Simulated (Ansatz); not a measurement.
**Li⁺ ··· BF$_{3}$**

The pair of Li⁺ (SMILES [Li+], atom 1) and BF$_{3}$ (SMILES FB(F)F, atoms 2–5), both closed shells, in one local arrangement (a lower one may exist), relaxed at PBE0-D4/def2-TZVP:

```
5
angstrom
Li -0.0166 -0.1613 -2.5057
F -0.0046 -0.0465 -0.6907
B 0.0045 0.0439 0.6808
F 0.0152 -1.0661 1.3335
F 0.0014 1.2301 1.1821
```

Computed with Ansatz 0.2.0 (basis: def2-TZVPPD, with def2-QZVPPD for the basis limit); correlated methods freeze the cores. The outer core shell of Li, Na, Mg and K is correlated. B3LYP uses VWN-RPA correlation. Extrapolation: Hartree–Fock as exp(−7.88 √X), correlation as X^−2.97. Interaction energies count from these two fragments, frozen as in the pair, with the counterpoise correction; negative means bound.

Q: What is the interaction energy by CCSD(T) at an estimated basis limit (MP2 extrapolated from triple and quadruple zeta, plus CCSD(T) − MP2 in triple zeta)? (Judge from chemistry; the value comes from the calculation.)

A: The calculation gives: -77.7 kJ/mol. Hartree–Fock alone gives -81.3 kJ/mol at the basis limit. It counts from the two fragments frozen as in the pair.

The same quantity by other methods in triple zeta, and each one's difference from that estimate:
```
   method  E_int (kJ/mol)  difference
   PBE-D4           -79.0        -1.3
revPBE-D4           -77.4         0.3
  BLYP-D4           -82.1        -4.5
r2SCAN-D4           -74.2         3.5
   B97M-V           -77.2         0.5
  PBE0-D4           -79.6        -2.0
 B3LYP-D4           -83.0        -5.3
 HSE06-D4           -79.6        -1.9
  wB97X-V           -77.2         0.5
  wB97M-V           -78.0        -0.3
   B2PLYP           -79.5        -1.9
       HF           -79.1        -1.5
      MP2           -74.3         3.4
     CCSD           -75.6         2.1
  CCSD(T)           -74.8         2.9
```
Differences are method less estimate.

Q: Which atoms make the shortest contact between the fragments?

A: Li1 and F2, 1.82 Å apart.

Energy to bend the free fragments (PBE0-D4 minima) into their shapes in the pair, CCSD(T)/def2-TZVPPD: BF$_{3}$ 12.0 kJ/mol. This must be added to the interaction energy to get the binding energy from relaxed fragments.

Basis-set superposition shift (counterpoise-corrected less uncorrected): CCSD(T) 1.5; MP2 1.3; HF 0.1; PBE0-D4 0.2; wB97M-V 0.2 kJ/mol.

The T1 diagnostic stays at or below 0.013.

For scale, one of the runs: CCSD(T)/def2-TZVPPD, 179 basis functions, launched by `ansatz run in.yaml --threads 2 --pin off --events-out ev --progress --plain --max-ram 5222MiB`. Hardware: 2 CPU threads of an Intel Xeon Platinum 8259CL, shared host. Wall time 40 s; peak host memory 2 GiB.
